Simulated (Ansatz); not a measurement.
GaCl2Br (GaBrCl₂), 4 atoms. Hardware: 4 threads of Arm Neoverse V2 on a shared host.

Correlated methods freeze 28 core orbitals; core or outer-core shells of Ga, Br are correlated, in sets that lack core-valence functions.

(1) How many basis functions does each of these Ansatz runs have, and roughly what does it cost? r2SCANh-D4/def2-TZVP, charge 0 singlet, energy, from earlier orbitals; CCSD(T)/def2-TZVPP, charge 0 singlet, energy, from earlier orbitals; PBE0-D4/def2-TZVP, charge 0 triplet at the geometry of the charge 0 singlet, energy; PBE0-D4/def2-SVP, charge 0 singlet, energy, from earlier orbitals; PBE0-D4/def2-SVP, charge 0 singlet, energy with a search over starts; PBE-D4/def2-TZVP, charge 0 singlet, energy, from earlier orbitals; HF/STO-3G, charge 0 singlet, energy; PBE-D4/def2-SVP, charge 0 singlet, energy, from earlier orbitals; PBE0-D4/def2-TZVP, charge 1 doublet at the geometry of the charge 0 singlet, energy, from earlier orbitals; revPBE-D4/def2-TZVP, charge 0 singlet, energy, from earlier orbitals; B3LYP-D4/def2-SVP, charge 0 singlet, frequencies; B3LYP-D4/def2-SVP, charge 0 singlet, relaxation, 3 steps.

Answers

(1) Other jobs shared the machine, so times can vary by a factor of up to 3. A dash marks memory too small to be measured apart from the calling script's.

| run | functions | fitting or Cholesky vectors | wall time | peak host memory (GiB) |
| --- | --- | --- | --- | --- |
| HF/STO-3G, charge 0 singlet, energy | 54 | 554 | 0.25 s | – |
| PBE-D4/def2-SVP, charge 0 singlet, energy, from earlier orbitals | 100 | 1090 | 0.85 s | – |
| PBE0-D4/def2-SVP, charge 0 singlet, energy, from earlier orbitals | 100 | 938 | 1.3 s | – |
| PBE-D4/def2-TZVP, charge 0 singlet, energy, from earlier orbitals | 170 | 1256 | 1.4 s | – |
| revPBE-D4/def2-TZVP, charge 0 singlet, energy, from earlier orbitals | 170 | 1256 | 1.5 s | – |
| PBE0-D4/def2-SVP, charge 0 singlet, energy with a search over starts | 100 | 938 | 1.6 s | – |
| r2SCANh-D4/def2-TZVP, charge 0 singlet, energy, from earlier orbitals | 170 | 1294 | 5.5 s | – |
| B3LYP-D4/def2-SVP, charge 0 singlet, relaxation, 3 steps | 100 | 995 | 6.5 s | – |
| PBE0-D4/def2-TZVP, charge 1 doublet at the geometry of the charge 0 singlet, energy, from earlier orbitals | 170 | 1078 | 8.5 s | 0.65 |
| PBE0-D4/def2-TZVP, charge 0 triplet at the geometry of the charge 0 singlet, energy | 170 | 1078 | 9 s | 0.72 |
| B3LYP-D4/def2-SVP, charge 0 singlet, frequencies | 100 | 996 | 26 s | – |
| CCSD(T)/def2-TZVPP, charge 0 singlet, energy, from earlier orbitals | 180 | 1150 | 61 s | 1.7 |
